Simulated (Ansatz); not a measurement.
C2H5N, SMILES `C=CN` (charge 0, multiplicity 1).

Level of theory: PBE0/cc-pVTZ // B3LYP-D3(BJ)/def2-TZVP in Ansatz (a first-principles code).

Ansatz 0.2 input:
```yaml
crystal:
  periodic: [false, false, false]
  atoms:
    - { symbol: C, position_ang: [-1.072479, -0.182393, 0.503903] }
    - { symbol: C, position_ang: [-0.136093, 0.270634, -0.330627] }
    - { symbol: N, position_ang: [1.23804, 0.167809, -0.167019] }
    - { symbol: H, position_ang: [-0.82289, -0.743261, 1.396701] }
    - { symbol: H, position_ang: [-2.115824, 0.018049, 0.314591] }
    - { symbol: H, position_ang: [-0.423109, 0.832202, -1.213434] }
    - { symbol: H, position_ang: [1.781941, 0.148414, -1.014227] }
    - { symbol: H, position_ang: [1.550411, -0.511454, 0.510111] }
basis:
  gaussian: { orbitals: cc-pVTZ }
hamiltonian:
  xc: pbe0
```

Output:

```
Functional definition: PBE0
824 factors; their error is unknown
mean field evaluation 1: about -3635.0174 eV, gradient 5.7e1 eV
mean field evaluation 2: about -3633.3468 eV, gradient 6.2e1 eV
mean field evaluation 4: about -3641.7984 eV, gradient 3.5e0 eV
mean field evaluation 8: about -3641.8213 eV, gradient 4.4e-2 eV
mean field evaluation 16: about -3641.8171 eV, gradient 1.9e-5 eV
mean field -3641.81709367 eV, -133.8343096802 hartree, gradient 1.9e-5 eV, S^2 0.000000; 0 other end points of the search recorded, 0 dependent functions left out
reference -3641.81711686 eV, -133.8343105324 hartree; 12, 12 occupied and 148, 148 virtual orbitals, 824 factors
Total energy: -3641.81711686 eV, -133.8343105324 hartree
```
